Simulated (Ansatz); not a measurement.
`C#Cc1ccc(C#Cc2ccc(C#Cc3ccc(C#Cc4ccc(C#Cc5ccc(C#Cc6ccc(C#Cc7ccc(C#Cc8ccc(C#Cc9ccccc9)cc8)cc7)cc6)cc5)cc4)cc3)cc2)cc1`, relaxed as a singlet with RKS PBE-D4/def2-SVP in Ansatz, starting from the GFN2-xTB geometry. Force threshold 0.03 eV/Å.

Single mean-field runs in def2-SVP are fitted with def2-universal-jkfit.

Start:

Cartesian coordinates in Å:
```
C -6.246 24.401 17.053
C -5.858 23.443 16.441
C -5.394 22.316 15.724
C -4.105 21.827 15.945
C -3.650 20.727 15.250
C -4.477 20.095 14.319
C -4.018 18.966 13.606
C -3.635 17.998 12.994
C -3.198 16.865 12.274
C -2.293 17.008 11.220
C -1.880 15.904 10.507
C -2.355 14.633 10.839
C -1.942 13.504 10.102
C -1.602 12.538 9.462
C -1.224 11.411 8.704
C -1.028 10.172 9.322
C -0.679 9.070 8.573
C -0.518 9.182 7.189
C -0.187 8.051 6.414
C 0.079 7.087 5.737
C 0.355 5.953 4.944
C -0.468 4.826 5.029
C -0.219 3.725 4.241
C 0.859 3.724 3.351
C 1.093 2.600 2.531
C 1.268 1.634 1.827
C 1.446 0.510 0.992
C 1.214 0.616 -0.382
C 1.350 -0.486 -1.195
C 1.731 -1.718 -0.655
C 1.841 -2.849 -1.490
C 1.912 -3.815 -2.212
C 1.960 -4.929 -3.075
C 1.123 -4.970 -4.194
C 1.147 -6.057 -5.039
C 2.013 -7.125 -4.787
C 2.027 -8.235 -5.657
C 2.013 -9.175 -6.416
C 1.986 -10.270 -7.307
C 2.883 -10.331 -8.376
C 2.838 -11.387 -9.260
C 1.899 -12.408 -9.091
C 1.847 -13.486 -10.001
C 1.796 -14.406 -10.784
C 1.751 -15.482 -11.696
C 2.048 -16.778 -11.269
C 2.027 -17.827 -12.162
C 1.703 -17.603 -13.503
C 1.706 -18.676 -14.421
C 1.731 -19.597 -15.202
C 1.769 -20.675 -16.115
C 0.586 -21.200 -16.638
C 0.633 -22.254 -17.530
C 1.852 -22.793 -17.910
C 3.029 -22.276 -17.394
C 2.994 -21.223 -16.500
C 1.389 -16.309 -13.927
C 1.415 -15.260 -13.034
C 1.010 -12.352 -8.014
C 1.052 -11.294 -7.133
C 2.854 -7.081 -3.672
C 2.826 -5.996 -2.823
C 1.982 -1.819 0.716
C 1.836 -0.718 1.531
C 1.688 4.846 3.274
C 1.437 5.950 4.060
C -0.706 10.422 6.572
C -1.054 11.523 7.321
C -3.254 14.490 11.900
C -3.675 15.595 12.607
C -5.765 20.585 14.095
C -6.220 21.684 14.792
H -6.585 25.239 17.586
H -3.468 22.318 16.667
H -2.655 20.345 15.422
H -1.924 17.992 10.969
H -1.184 16.012 9.688
H -1.153 10.089 10.392
H -0.527 8.111 9.048
H -1.303 4.833 5.714
H -0.859 2.856 4.297
H 0.918 1.568 -0.797
H 1.163 -0.410 -2.257
H 0.453 -4.144 -4.383
H 0.497 -6.094 -5.901
H 3.608 -9.540 -8.504
H 3.530 -11.435 -10.089
H 2.302 -16.948 -10.232
H 2.260 -18.829 -11.834
H -0.361 -20.774 -16.338
H -0.285 -22.657 -17.932
H 1.884 -23.615 -18.609
H 3.979 -22.696 -17.690
H 3.908 -20.812 -16.097
H 1.133 -16.139 -14.962
H 1.175 -14.259 -13.361
H 0.287 -13.145 -7.881
H 0.361 -11.245 -6.303
H 3.522 -7.908 -3.480
H 3.473 -5.961 -1.958
H 2.280 -2.772 1.130
H 2.021 -0.796 2.593
H 2.525 4.840 2.591
H 2.076 6.819 4.000
H -0.585 10.502 5.501
H -1.206 12.481 6.845
H -3.618 13.506 12.156
H -4.375 15.489 13.423
H -6.400 20.096 13.370
H -7.218 22.062 14.622
```

**Question.** Estimate the energy that the relaxation releases and the steps that it takes.

**Answer.** 1.56 eV, in 34 steps; 2.6 min on 11 threads of AMD EPYC 7R13 on a shared host and a whole NVIDIA H100 80GB HBM3. The force fell under the threshold at step 5, but the optimiser went on and released 0.325 eV more. No frequencies were taken in this run, so the end may be a saddle point.

**Question.** Does the start keep its bonding and symmetry?

**Answer.** By distances, no bond broke or formed. The bond that changes most is C1–H73, from 1.05 to 1.08 Å (atoms count from 1).

**Question.** Predict the relaxed structure.

**Answer.** 
```xyz
110

C    -6.235   24.823   17.359
C    -5.851   23.839   16.736
C    -5.404   22.695   16.011
C    -4.276   22.774   15.153
C    -3.840   21.657   14.443
C    -4.515   20.412   14.562
C    -4.074   19.273   13.837
C    -3.693   18.284   13.206
C    -3.264   17.145   12.476
C    -2.235   17.248   11.501
C    -1.823   16.132   10.777
C    -2.417   14.859   10.999
C    -2.006   13.723   10.256
C    -1.662   12.733    9.604
C    -1.283   11.594    8.847
C    -1.741   10.297    9.208
C    -1.385    9.180    8.457
C    -0.560    9.308    7.306
C    -0.225    8.172    6.525
C     0.046    7.182    5.839
C     0.330    6.044    5.041
C     0.050    4.733    5.516
C     0.304    3.617    4.723
C     0.844    3.759    3.416
C     1.068    2.624    2.594
C     1.237    1.638    1.872
C     1.405    0.508    1.030
C     1.659    0.668   -0.360
C     1.790   -0.439   -1.193
C     1.680   -1.759   -0.675
C     1.788   -2.885   -1.531
C     1.861   -3.862   -2.283
C     1.924   -4.977   -3.158
C     1.894   -4.796   -4.568
C     1.931   -5.889   -5.429
C     2.006   -7.215   -4.921
C     2.029   -8.327   -5.802
C     2.037   -9.289   -6.575
C     2.034  -10.389   -7.472
C     1.737  -10.200   -8.850
C     1.722  -11.278   -9.731
C     2.009  -12.595   -9.277
C     1.991  -13.691  -10.177
C     1.970  -14.641  -10.965
C     1.942  -15.729  -11.876
C     2.410  -17.016  -11.493
C     2.383  -18.081  -12.389
C     1.883  -17.911  -13.709
C     1.853  -18.997  -14.623
C     1.827  -19.939  -15.419
C     1.796  -21.025  -16.338
C     1.181  -20.879  -17.610
C     1.154  -21.949  -18.510
C     1.735  -23.182  -18.166
C     2.345  -23.339  -16.909
C     2.378  -22.276  -16.001
C     1.413  -16.625  -14.091
C     1.444  -15.559  -13.196
C     2.312  -12.782   -7.901
C     2.321  -11.705   -7.018
C     2.048   -7.396   -3.512
C     2.005   -6.303   -2.650
C     1.444   -1.919    0.717
C     1.307   -0.812    1.550
C     1.135    5.069    2.946
C     0.888    6.185    3.741
C    -0.097   10.604    6.949
C    -0.447   11.720    7.704
C    -3.441   14.755   11.980
C    -3.857   15.872   12.700
C    -5.644   20.334   15.421
C    -6.080   21.452   16.130
H    -6.575   25.690   17.908
H    -3.746   23.733   15.055
H    -2.965   21.729   13.782
H    -1.767   18.227   11.320
H    -1.028   16.225   10.023
H    -2.385   10.186   10.092
H    -1.749    8.183    8.744
H    -0.376    4.611    6.522
H     0.078    2.609    5.100
H     1.741    1.684   -0.773
H     1.977   -0.302   -2.268
H     1.834   -3.775   -4.972
H     1.901   -5.736   -6.517
H     1.514   -9.187   -9.213
H     1.487  -11.120  -10.793
H     2.799  -17.160  -10.474
H     2.750  -19.071  -12.082
H     0.729  -19.912  -17.874
H     0.674  -21.821  -19.492
H     1.710  -24.021  -18.877
H     2.802  -24.303  -16.636
H     2.855  -22.394  -15.017
H     1.023  -16.481  -15.109
H     1.078  -14.568  -13.504
H     2.536  -13.796   -7.537
H     2.553  -11.864   -5.955
H     2.109   -8.416   -3.107
H     2.031   -6.456   -1.562
H     1.361   -2.935    1.131
H     1.115   -0.948    2.624
H     1.557    5.192    1.938
H     1.113    7.193    3.364
H     0.543   10.716    6.062
H    -0.084   12.717    7.417
H    -3.908   13.776   12.161
H    -4.653   15.779   13.452
H    -6.175   19.376   15.520
H    -6.956   21.382   16.791
```
Bond lengths: 80 × C–C 1.23 to 1.43 Å; 38 × C–H 1.08 to 1.10 Å.
